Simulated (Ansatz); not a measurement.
Harmonic frequencies (cm⁻¹) at PBE0-D4/def2-TZVP from Ansatz: 58, 104, 131, 152, 297, 389, 450, 479, 538, 548, 584, 746, 861, 878, 901, 1006, 1023, 1205, 1349, 1408, 1619, 1869, 1897, 2586, 2671, 3130, 3257.

Each molecule was computed in one conformer, which needn't be the lowest.

Problem. Which molecule is it?
A. `BP[SiH](C)F`
B. `BC(=C)[O][InH2]`
C. `O[Si@@H]1N[C@H](F)O1`
D. `BC([SiH3])=S`

Solution. B.
